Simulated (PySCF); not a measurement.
**Unknown compound**

An unknown has the formula C$_{4}$H$_{12}$BN. Its calculated NMR data are:

¹H NMR (400 MHz, computed): δ 2.53 (br s, 3H), 2.27 (m, 1H), 2.24 (br, 2H), 2.12 (m, 2H), 1.73 (m, 1H), 1.34 (m, 2H), 1.11 (m, 1H).

¹³C{¹H} NMR (computed): δ 27.1 (CH2, 2C), 26.4 (CH), 23.2 (CH2).

Theory: PBE0-D3(BJ)/def2-SVP geometry, B97-2/pcSseg-1 with gauge-including orbitals, couplings computed with B3LYP/pcJ-1 (spin–dipole term only in couplings to heteroatoms), in PySCF (fast rotation and ring inversion assumed for equivalent nuclei, one computed conformer, in vacuum, non-relativistic Hamiltonian).

Referencing at the same level of theory: TMS for ¹H (σ = 31.38 ppm) and ¹³C (σ = 183.69 ppm).

What is the structure?

## Answers


- 3 carbon signals for 4 carbons: some carbons are equivalent by symmetry or fast rotation.
- Carbon types of the structure: 1 × CH, 3 × CH2, leaving 5 H on heteroatoms.
- δC 27.1, 23.2: sp3 CH2 in a ring; aliphatic region, no heteroatom directly attached.
- δC 26.4: sp3 CH bonded to B.
- δH 2.53: hydrogen on a donor nitrogen of a Lewis adduct; exchangeable; this is the value without hydrogen bonding to other molecules.
- δH 2.27, 2.12, 1.73, 1.34: hydrogen on an sp3 CH2 in a ring.
- δH 2.24: hydrogen on a boron bonded to C, N.
- δH 1.11: hydrogen on an sp3 CH bonded to B.

These data were computed for `C1C([BH2-][NH3+])CC1`.

The data come from this structure; uniqueness wasn't tested.

OH/NH shifts are gas-phase values; hydrogen bonding in solution moves them, usually downfield. Hydrogens on boron are broadened and split by ¹¹B (spin 3/2, 80 %) and 10B (spin 3). A carbon bonded to boron is broadened by the quadrupolar boron nucleus and is often missing from a measured spectrum. Splittings below 1 Hz are ignored in the labels, and close J values are merged. Couplings among chemically equivalent protons are left out too, so labels in AA′BB′ or AA′XX′ sets are apparent multiplicities. Unscaled 3J(H,H) at this level run about 10 % above measured values. Shifts are as computed. Against solution values, carbons near 30 ppm lie about +1 ppm off and those near 130 ppm about +2 ppm. Of 1211 compounds with measured shifts, 218 miss one by over three times the rms of a fit or turn the order of signals round; such compounds aren't used in these exercises. Couplings to exchangeable protons are dropped. Across freely rotating sp3–sp3 bonds, 3J(H,H) is taken as (2 J gauche + J anti)/3 from the one conformer, which assumes equal rotamer populations. Vicinal couplings across rotatable single bonds and in flexible rings belong to the one computed conformer; a conformer average would change them.
